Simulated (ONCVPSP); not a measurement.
## What one change does to a pseudopotential (gold (Au), ONCV)

ONCVPSP 4.0.1 input, shortened (lines: element, Z, core and valence counts, functional; n l f; lmax; l rc ep ncon nbas qcut; lloc lpopt rc5 dvloc0; l nproj debl; icmod fcfact rcfact), PBE, fully relativistic:

```
  Au 79.00   10    4        4      upf
    1    0    2.00
    2    0    2.00
    2    1    6.00
    3    0    2.00
    3    1    6.00
    3    2   10.00
    4    0    2.00
    4    1    6.00
    4    2   10.00
    4    3   14.00
    5    0    2.00
    5    1    6.00
    5    2   10.00
    6    0    0.50
    3
    0    1.40    0.00    4    9   10.00
    1    1.40    0.00    4    7   10.50
    2    1.55    0.00    4    8    7.00
    3    1.40    0.42    4    7    7.40
    4    5    1.00    0.00
    0    2    1.30
    1    2    2.20
    2    2    0.80
    3    2    1.70
    0    0.00    0.00
```

Open shells are filled in proportion to 2j + 1.

All-electron outer shells of the reference configuration (PBE, scalar-relativistic, ld1.x):

```
shell  level (eV)  outermost node (bohr)  outermost maximum (bohr)
   5s     -112.47                   0.48                      0.84
   4f      -85.19                      –                      0.37
   5p      -63.91                   0.52                      0.96
   5d      -10.96                   0.56                      1.21
   6s       -9.38                   1.11                      2.27
```

Change: all radii scaled by about 1.09 (s 1.52, p 1.52, d 1.68, f 1.52 bohr); local potential polynomial inside 1.08 bohr (lpopt 5, dvloc0 0 Ha).

Cutoffs: the cutoffs (Ha) at which the residual kinetic energy of the hardest occupied pseudo-wave falls to 1 and 0.1 mHa per electron; they do not see the model core or the augmentation charge, which bear on the density cutoff. Errors are all-electron minus pseudo energies relative to the spin-unpolarised reference configuration.

**Question.** Predict the effect on cutoff, ghosts and configuration errors.

**Answer.** The potential gets softer (37 Ha and 43 Ha → 33 Ha and 40 Ha); the bound ghost in f disappears; the errors of the 4 common tests hardly move. A larger radius leaves more room for a smooth pseudo-wave, so fewer plane waves are needed.

```csv
quantity,base,changed
"cutoff, loose",37 Ha,33 Ha
"cutoff, tight",43 Ha,40 Ha
loose cutoff by channel,"s 34 Ha, p 37 Ha, d 21 Ha","s 32 Ha, p 33 Ha, d 20 Ha"
bound ghosts,"f7/2, f5/2",none
GHOST(+) flags under 300 eV,s at 91.4 eV,s at 162.7 eV
"error for 5s2 5p6 5d10 6s1, meV [ΔE -3.78 eV]",-0.2,-0.2
"error for 5s2 5p6 5d10 6s0, meV [ΔE 5.64 eV]",+0.1,0.0
"error for 5s2 5p6 5d9 6s0, meV [ΔE 26.87 eV]",+0.7,+0.6
"error for 5s2 5p6 5d10 6s0 6p1, meV [ΔE 1.42 eV]",0.0,0.0
```

Base: The cutoffs count occupied waves only; projector 2 of the f channel, the hardest unoccupied one, needs 122 Ha at the loose tolerance. These tests converged, but a pseudo level misses the all-electron one widely, so the file describes the atom poorly there or has found another state: 5s2 5p6 5d10 6s0 6p1: empty 6s by 5.9 eV. Changed file: The cutoffs count occupied waves only; projector 2 of the f channel, the hardest unoccupied one, needs 101 Ha at the loose tolerance. These tests converged, but a pseudo level misses the all-electron one widely, so the file describes the atom poorly there or has found another state: 5s2 5p6 5d10 6s0 6p1: empty 6s by 5.9 eV. A true bound ghost makes a file unfit for plane-wave use even where its test errors are small: the radial tests pick states by their node count and pass the ghost by.
